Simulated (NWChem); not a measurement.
System: triflate (CF$_{3}$O$_{3}$S anion); SMILES O=S(=O)(C(F)(F)F)[O-]

Input file for NWChem:

```
start job
memory heap 200 mb stack 900 mb global 1100 mb
charge -1
geometry units angstroms
  O      1.025720     1.025720     1.256337
  S      0.000000     0.000000     0.938698
  O      0.375440    -1.401159     1.256337
  O     -1.401159     0.375440     1.256337
  C      0.000000     0.000000    -0.960998
  F      1.209780    -0.324159    -1.458352
  F     -0.324159     1.209780    -1.458352
  F     -0.885620    -0.885620    -1.458352
end
basis spherical
  * library sto-3g
end
dft
  xc hfexch
  iterations 150
end
driver
  maxiter 120
end
task dft optimize
```

Sets without diffuse functions describe the anion's extra electron poorly.

The level has its own optimisation.

What results follow from this input? (Hartree-Fock/STO-3G.) Quantities: r O–S (Å); r C–S (Å); r C–F (Å).


```yaml
r O–S (Å): 1.777
r C–S (Å): 1.889
r C–F (Å): 1.375
```
